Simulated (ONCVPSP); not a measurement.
**An all-electron radial function and its pseudo partner (H (Z = 1))**

Columns: radius, all-electron u(r) and pseudo u(r) of the 1s shell (level -6.35 eV) of hydrogen in the configuration 1s1; LDA (Perdew-Wang 92), scalar-relativistic, ONCV scheme, ONCVPSP 4.0.1.

| r (bohr) | all-electron | pseudo |
| --- | --- | --- |
| 0.072 | 0.1241 | 0.1055 |
| 0.145 | 0.2322 | 0.2086 |
| 0.217 | 0.3234 | 0.3028 |
| 0.290 | 0.4018 | 0.3883 |
| 0.362 | 0.4669 | 0.4610 |
| 0.435 | 0.5218 | 0.5224 |
| 0.507 | 0.5665 | 0.5712 |
| 0.580 | 0.6032 | 0.6098 |
| 0.652 | 0.6319 | 0.6387 |
| 0.725 | 0.6545 | 0.6603 |
| 0.798 | 0.6713 | 0.6756 |
| 0.870 | 0.6829 | 0.6857 |
| 0.942 | 0.6902 | 0.6918 |
| 1.015 | 0.6937 | 0.6945 |
| 1.088 | 0.6939 | 0.6943 |
| 1.160 | 0.6914 | 0.6915 |
| 1.232 | 0.6864 | 0.6864 |
| 1.305 | 0.6792 | 0.6792 |
| 1.378 | 0.6702 | 0.6702 |
| 1.450 | 0.6599 | 0.6599 |
| 1.522 | 0.6483 | 0.6483 |
| 1.595 | 0.6354 | 0.6354 |
| 1.668 | 0.6217 | 0.6217 |
| 1.740 | 0.6075 | 0.6075 |
| 1.812 | 0.5928 | 0.5927 |
| 1.885 | 0.5774 | 0.5774 |

Task: How many radial nodes do the two functions have?

Result: The all-electron 1s function has n − l − 1 = 0; the pseudo-wave has 0.

Task: At about which radius was the pseudo-wave matched?

Result: 1.45 bohr. The columns agree to 0.0005 from 1.09 bohr on; several derivatives are matched, so the curves merge somewhat inside the radius.

Task: Is the pseudo-wave norm-conserving?

Result: Yes: the ONCV scheme keeps the norm inside the radius equal to the all-electron one, which fixes the energy derivative of the logarithmic derivative at the level.
